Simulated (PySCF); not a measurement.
Field gradients at the hydrogen positions

C₆H₉FO₃.
Cartesian coordinates in Å at the GFN2-xTB level; atoms count from 1:
```
atom  x, y, z in Å
C1     2.459   -0.927    0.220
O2     1.097   -0.848   -0.133
C3     0.445    0.321   -0.056
C4     1.140    1.527    0.476
C5    -0.849    0.310   -0.499
O6    -1.346   -0.851   -1.070
C7    -2.131   -1.651   -0.205
C8    -1.726    1.458   -0.458
O9    -1.550    2.568   -0.052
F10   -2.953    1.156   -0.980
H11    2.742   -1.965    0.056
H12    3.077   -0.282   -0.411
H13    2.623   -0.669    1.270
H14    2.011    1.757   -0.137
H15    0.471    2.379    0.475
H16    1.483    1.344    1.494
H17   -2.438   -2.510   -0.798
H18   -3.019   -1.116    0.145
H19   -1.546   -1.990    0.656
```

Level: PBE0/pcSseg-1 (PySCF, non-relativistic); Q(2H) = 0.00286 b; rigid geometry, the same for H and D, with no vibrational averaging.

Problem. Rank these positions by the coupling χzz of a deuteron there, largest first.
A. H12 (methyl hydrogen)
B. H11 (methyl hydrogen)
C. H14 (methyl hydrogen)

Solution. C (208 kHz), B (203 kHz), A (197 kHz).

Problem. What are Vzz, η and χzz (234.96 MHz × Q × Vzz) at all hydrogens?

Solution. 
| atom | bonded to | bond length (Å) | Vzz (au) | η | χzz (kHz) |
| --- | --- | --- | --- | --- | --- |
| H11 | C1 | 1.089 | 0.3024 | 0.08 | 203 |
| H12 | C1 | 1.093 | 0.2939 | 0.09 | 197 |
| H13 | C1 | 1.093 | 0.2932 | 0.09 | 197 |
| H14 | C4 | 1.090 | 0.3094 | 0.03 | 208 |
| H15 | C4 | 1.084 | 0.2976 | 0.04 | 200 |
| H16 | C4 | 1.090 | 0.3094 | 0.03 | 208 |
| H17 | C7 | 1.088 | 0.3074 | 0.07 | 207 |
| H18 | C7 | 1.094 | 0.2916 | 0.08 | 196 |
| H19 | C7 | 1.095 | 0.2929 | 0.08 | 197 |

Problem. How does χzz go with the bond length over the 9 C–H bonds?

Solution. A straight-line fit has a slope of -7.3 kHz for each 0.01 Å, with a correlation coefficient of -0.54, over lengths from 1.084 to 1.095 Å.

Problem. Give the 2H NMR doublet splittings at H17 for a magnetic field along the z, y and x axes of the gradient: 3χ/2, 3χ(1 + η)/4, 3χ(1 − η)/4.

Solution. With |χ| = 206.6 kHz and η = 0.072: 310, 166 and 144 kHz, to first order and without motion.

The structure is a single GFN2-xTB conformer in the gas phase; no vibrational or solvent corrections. GFN2-xTB bond lengths can be off by several hundredths of an ångström, more for odd bonds, and the gradients follow them. With a basis this small, the couplings can be 20 % off.
